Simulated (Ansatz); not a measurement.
Input file for Ansatz (an electronic-structure program): R-RI-MP2/cc-pVQZ on AsBH4O2 (SMILES OB(O)[AsH2]), a point of a torsion scan. Files ending in .json are basis or fitting sets from the Basis Set Exchange. The run froze 17 orbitals, filled d shells among them.

Ansatz 0.2 input:
```yaml
crystal:
  periodic: [false, false, false]
  atoms:
    - {symbol: O, position_ang: [-1.07759176, -1.15338768, 0.34957153]}
    - {symbol: B, position_ang: [-0.39375252, -0.02543997, 0.09236772]}
    - {symbol: O, position_ang: [-1.08794757, 1.14285034, 0.07245911]}
    - {symbol: As, position_ang: [1.63004901, -0.23408874, -0.21069227]}
    - {symbol: H, position_ang: [-2.01911090, -1.05138136, 0.50493166]}
    - {symbol: H, position_ang: [-0.60339648, 1.94625591, -0.11173515]}
    - {symbol: H, position_ang: [1.82563272, -0.81303421, 1.15968549]}
    - {symbol: H, position_ang: [1.47408875, -1.62363267, -0.74260901]}
basis:
  gaussian:
    orbitals: cc-pVQZ
    fitting: {mean_field: def2-universal-JKFIT, correlation: cc-pVQZ-RIFIT.json}
magnetization: {spin_polarized: false}
correlation: {method: mp2, electrons: outside_noble_gas}
scf: {lower_state_search: off}
```

The log:

```
WARN ansatz: RAYON_NUM_THREADS=1 ignored (pool sized by the plan → 1); use --threads N
Functional definition: HF
these checks for a lower state are left out or cut short: stability, starts, cluster_reference, orbital_swaps, neighbouring_geometries, increment
integrals: 0.54 GiB planned
567 factors; integrals over basis functions are off by at most 5.6e0 eV
mean field: 0.84 GiB planned
mean field evaluation 1: about -65607.3550 eV, gradient 4.6e1 eV
mean field evaluation 2: about -65610.1536 eV, gradient 2.8e1 eV
mean field evaluation 4: about -65611.3756 eV, gradient 7.0e-1 eV
mean field -65611.37970928 eV, -2411.1737313254 hartree, gradient 2.5e-6 eV, S^2 0.000000; 0 other end points of the search recorded, 0 dependent functions left out
17 core orbitals not correlated
842 factors; their error is unknown
reference -65611.37970928 eV, -2411.1737313254 hartree; 12, 12 occupied and 324, 324 virtual orbitals, 842 factors
second order -21.14691326 eV of doubles, -0.00000000 eV of singles
Total energy: -65632.52662253 eV, -2411.9508660538 hartree
Checks for a lower state left out: stability, starts, cluster_reference, orbital_swaps, neighbouring_geometries, increment
```

The calculation finished and met its thresholds.

Cost: roughly 5 core-seconds.
